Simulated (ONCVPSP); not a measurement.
**Ranking ONCV potentials for lanthanum**

All share these settings but for the change named:

ONCVPSP 4.0.1 input, shortened (lines: element, Z, core and valence counts, functional; n l f; lmax; l rc ep ncon nbas qcut; lloc lpopt rc5 dvloc0; l nproj debl; icmod fcfact rcfact), PBE, scalar-relativistic:

```
  La 57.00    9    4        4      upf
    1    0    2.00
    2    0    2.00
    2    1    6.00
    3    0    2.00
    3    1    6.00
    3    2   10.00
    4    0    2.00
    4    1    6.00
    4    2   10.00
    5    0    2.00
    5    1    6.00
    5    2    1.00
    6    0    2.00
    3
    0    2.75    0.00    4    7    5.60
    1    2.25    0.00    3    8    5.60
    2    4.00    0.00    4    8    4.70
    3    3.20    0.21    4    8    3.40
    4    5    2.05    0.00
    0    2    1.20
    1    2    2.30
    2    2    1.30
    3    2    2.80
    0    0.00    0.00
```

In the f channel the program set the typed energies aside and used -0.160, 2.640 Ha.

Cutoff: the first of the cutoffs (Ha) at which the residual kinetic energy of the hardest occupied pseudo-wave falls to 1 and 0.1 mHa per electron; the density cutoff is not measured.

The base gives 10 Ha.

Of 7 variants that were run, those that failed, showed a ghost or another fault, or gave nearly equal values are left out.

Q: Rank these variants from softest to hardest (loose cutoff).
A. all radii scaled by about 1.18 (s 3.24, p 2.64, d 4.70, f 3.76 bohr); local potential polynomial inside 2.42 bohr (lpopt 5, dvloc0 0 Ha)
B. all radii scaled by about 1.32 (s 3.64, p 2.98, d 5.30, f 4.24 bohr); local potential polynomial inside 2.72 bohr (lpopt 5, dvloc0 0 Ha)
C. all radii scaled by about 1.10 (s 3.02, p 2.46, d 4.38, f 3.50 bohr); local potential polynomial inside 2.24 bohr (lpopt 5, dvloc0 0 Ha)

A: B (5 Ha), A (6 Ha), C (9 Ha).
